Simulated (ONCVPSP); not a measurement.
# Varying the ONCV potential for Sr (Z = 38)

Base potential:

ONCVPSP 4.0.1 input, shortened (lines: element, Z, core and valence counts, functional; n l f; lmax; l rc ep ncon nbas qcut; lloc lpopt rc5 dvloc0; l nproj debl; icmod fcfact rcfact), PBEsol, scalar-relativistic:

```
  Sr 38.00    6    2  -116133      upf
    1    0    2.00
    2    0    2.00
    2    1    6.00
    3    0    2.00
    3    1    6.00
    3    2   10.00
    4    0    2.00
    4    1    6.00
    2
    0    1.45    0.00    4    8    4.80
    1    1.45    0.00    4    7    6.10
    2    1.40    0.25    5   10    6.90
    4    5    1.15    6.00
    0    3    2.80
    1    1    3.90
    2    2    0.70
    3    3.25    1.75
```

In the d channel the program set the typed energies aside and used 0.050, 0.750 Ha.

Cutoffs, loose and tight: the cutoffs (Ha) at which the residual kinetic energy of the hardest occupied pseudo-wave falls to 1 and 0.1 mHa per electron. They do not see the model core or the augmentation charge, which bear on the density cutoff. Test errors are all-electron minus pseudo excitation energies from the reference, over the configurations 4s2 4p6 5s2; 4s2 4p6 5s1; 4s2 4p6 5s1.5; 4s2 4p6 4d1. A dash means not determined; rows that change the core or the reference have their own tests.

A true bound ghost makes a file unfit for plane-wave use even where its test errors are small: the radial tests pick states by their node count and pass the ghost by.

| change | outcome | cutoff, loose | cutoff, tight | bound ghosts | GHOST(+) flags above zero | largest test error (meV) |
| --- | --- | --- | --- | --- | --- | --- |
| base | generated, projector energies reset by the program | 64 Ha | 84 Ha | d | s, d | -4.5 |
| d: qcut 3.9 | generated, projector energies reset by the program | 64 Ha | 84 Ha | d | s, d | -4.7 |
| d: qcut 5 | generated, projector energies reset by the program | 64 Ha | 84 Ha | d | s, d | -4.6 |
| d: qcut 5.6 | generated, projector energies reset by the program | 64 Ha | 84 Ha | d | s, d | -4.6 |
| d: qcut 6.4 | generated, projector energies reset by the program | 64 Ha | 84 Ha | d | s, d | -4.5 |
| d: qcut 7 | generated, projector energies reset by the program | 64 Ha | 84 Ha | d | s, d | -4.5 |
| d: qcut 7.8 | generated, projector energies reset by the program | 64 Ha | 84 Ha | d | s | -4.5 |
| d: qcut 8.3 | generated, projector energies reset by the program | 64 Ha | 84 Ha | d | s | -4.5 |
| d: qcut 8.9 | generated, projector energies reset by the program | 64 Ha | 84 Ha | d | s | -7.9 |
| d: qcut 9.7 | generated, projector energies reset by the program | 64 Ha | 84 Ha | d | s | -7.2 |
| d: qcut 10.5 | generated, projector energies reset by the program | 64 Ha | 84 Ha | d | s | -6.7 |

Reading the sweep of the qcut of the d channel (base included, trends over the rows without a ghost): Bound ghosts are found at 3.9, 5, 5.6, 6.4, 6.9, 7, 7.8, 8.3, 8.9, 9.7, 10.5 1/bohr. Every judged row has one, so this setting neither creates nor removes them.
